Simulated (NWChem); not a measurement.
System: C₂H₂BCl; SMILES C#CBCl

Program: NWChem. Geometry: optimised at PBE0/def2-SVP.

Task: Among these, which level gives the highest value of “dipole (D)”?
A) TPSS/pcseg-1
B) TPSS/pcseg-2
C) TPSS/aug-pcseg-1
D) TPSS/STO-3G

Result: D, TPSS/STO-3G. Values: TPSS/pcseg-2 1.54; TPSS/aug-pcseg-1 1.56; TPSS/pcseg-1 1.69; TPSS/STO-3G 1.82
